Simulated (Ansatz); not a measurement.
`N[SiH]([SiH3])Cl` + silanol → `N[SiH](Cl)O[SiH3]` + SiH₄ at 298.15 K and 1 bar (cleavage of the Si–Si bond).

Calculated with Ansatz (gas phase, PBE0-D4/def2-TZVP geometries, no zero-point term in ΔE). CBS: MP2 limit from def2 TZ/QZ plus the TZ coupled-cluster correction, frozen cores. This one scheme is used for every species. Each species was taken in one conformer, which may not be the lowest.

```json
{"species": "`N[SiH]([SiH3])Cl`", "CCSD(T)/CBS energy (Eh)": "-1096.32520", "H − E (kJ/mol)": "184.4", "S (J/(mol·K))": "356.5"}
{"species": "`O[SiH3]`", "CCSD(T)/CBS energy (Eh)": "-366.69042", "H − E (kJ/mol)": "113.6", "S (J/(mol·K))": "257.8"}
{"species": "`N[SiH](Cl)O[SiH3]`", "CCSD(T)/CBS energy (Eh)": "-1171.60384", "H − E (kJ/mol)": "201.4", "S (J/(mol·K))": "392.3"}
{"species": "SiH₄", "CCSD(T)/CBS energy (Eh)": "-291.46306", "H − E (kJ/mol)": "92.1", "S (J/(mol·K))": "204.8"}
```

H − E and S are ideal-gas, rigid-rotor, harmonic terms from PBE0-D4/def2-TZVP, for one conformer and one mirror image of each species. 1 Eh = 2625.50 kJ/mol, R = 8.31446 J/(mol·K).

By hand: ΔE, ΔH, ΔS and ΔG.

ΔE = (-1171.60384) + (-291.46306) − (-1096.32520) − (-366.69042) = -0.05128 Eh = -134.6 kJ/mol. Δ(H − E) = 201.4 + 92.1 − 184.4 − 113.6 = -4.5, so ΔH = -139.1 kJ/mol. ΔS = 392.3 + 204.8 − 356.5 − 257.8 = -17.2 J/(mol·K). ΔG = -139.1 − 298.15 × (-17.2)/1000 = -134.0 kJ/mol.

By hand: the equilibrium constant, and the temperature at which ΔG would vanish if ΔH and ΔS stayed fixed.

log₁₀ K = −ΔG/(RT ln 10) = 23.5. ΔG = 0 at ΔH/ΔS = 8087 K, far beyond where these terms or the molecules hold.

ΔH outweighs TΔS. A doubt of 5 kJ/mol in ΔE shifts log₁₀ K by 0.9 here. Other conformers and mirror images would add mixing entropy, several J/(mol·K) or more a flexible species. Modes under 60 cm⁻¹, often nearly free rotors, make the harmonic entropy too high. These are equilibria of isolated gas molecules and say nothing of rates. Largest T1 diagnostic: 0.011 (customary marks: 0.02 for closed shells, 0.045 for open ones).
